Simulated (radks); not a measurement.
Q: Species: Zn24+. Configuration: [He] 2s2 2p2 (the NIST ground configuration). Method: scalar-relativistic Kohn-Sham, PBEsol, spin-unpolarised, spherical densities, finite nucleus; Fermi nuclear charge, rms radius 3.9283 fm; computed with a radial shooting solver on a logarithmic mesh with Libxc functionals. Some entries of the table are withheld. Estimate them.

| orbital | occ. | eigenvalue (hartree) | r(max) (bohr) |
|---|---|---|---|
| 1s | 2 | (1) | (2) |
| 2s | 2 | -87.80512 | 0.1819 |
| 2p | 2 | (3) | (4) |

A: 
(1) 1s eigenvalue (hartree): -404.4111
(2) 1s r(max) (bohr): 0.03289
(3) 2p eigenvalue (hartree): -83.81469
(4) 2p r(max) (bohr): 0.1439
